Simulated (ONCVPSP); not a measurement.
**Logarithmic derivatives: Cr (Z = 24), ONCV**

ONCVPSP 4.0.1 input, shortened (lines: element, Z, core and valence counts, functional; n l f; lmax; l rc ep ncon nbas qcut; lloc lpopt rc5 dvloc0; l nproj debl; icmod fcfact rcfact), PBE, scalar-relativistic:

```
  Cr 24.00    4    3        4      upf
    1    0    2.00
    2    0    2.00
    2    1    6.00
    3    0    2.00
    3    1    6.00
    3    2    5.00
    4    0    0.50
    2
    0    2.40    0.00    4    7    2.80
    1    1.20    0.00    4    8    9.30
    2    1.20    0.00    4    8   12.50
    4    5    0.90    0.00
    0    2    1.30
    1    2    1.30
    2    2    2.40
    3    5.25    1.65
```

In the p channel the program set the typed energies aside and used -1.792, 0.250 Ha.

The phase is arctan(r·R′/R) of the radial function R(r), unwrapped; energies in Ha, scanned from -3 to 5 Ha. A pole is an energy at which the radial function vanishes at the test radius. The pseudo phase is shifted by a multiple of π to meet the all-electron one at the reference energy, and phase errors are pseudo minus all-electron; the curves can meet again beyond the range given. Levels narrower than the energy grid can be missing from the lists of poles.

Q: For each channel, where are the poles, and over which energies does the pseudopotential scatter like the atom?

A:

```tsv
channel	radius (bohr)	reference energy (Ha)	poles, all-electron	poles, pseudo	unbroken range about the reference energy with phases within 0.05 rad	phase error 1 Ha above the reference energy (rad)
s	2.44	-0.25	-2.83, 1.20	1.20, 3.71	-2.7 to 2.4	-0.000
p	1.22	-1.79	0.03	0.03	the whole range	-0.000
d	1.22	-0.23	1.59	1.59	the whole range	+0.000
```

Note: ghosts flagged at negative energy: s at -137.0 eV; no localised positive-energy state flagged. A true bound ghost makes a file unfit for plane-wave use.

Phases in the p channel:

```csv
E (Ha),all-electron,pseudo
-2.98,-0.191,-0.191
-2.76,-0.455,-0.455
-2.54,-0.689,-0.689
-2.32,-0.880,-0.880
-2.10,-1.028,-1.028
-1.88,-1.143,-1.143
-1.66,-1.233,-1.233
-1.44,-1.306,-1.306
-1.22,-1.364,-1.364
-1.00,-1.413,-1.413
-0.78,-1.455,-1.455
-0.56,-1.492,-1.492
-0.34,-1.524,-1.524
-0.12,-1.552,-1.552
0.10,-1.579,-1.579
0.32,-1.603,-1.603
0.54,-1.626,-1.626
0.76,-1.648,-1.648
0.98,-1.669,-1.669
1.20,-1.691,-1.691
1.42,-1.712,-1.712
1.64,-1.733,-1.733
1.86,-1.755,-1.755
2.08,-1.777,-1.777
2.30,-1.801,-1.801
2.52,-1.827,-1.827
2.74,-1.854,-1.854
2.96,-1.885,-1.885
3.18,-1.918,-1.919
3.40,-1.956,-1.956
3.62,-1.999,-2.000
3.84,-2.050,-2.051
4.06,-2.109,-2.110
4.28,-2.180,-2.182
4.50,-2.266,-2.269
4.72,-2.371,-2.376
4.94,-2.501,-2.509
```
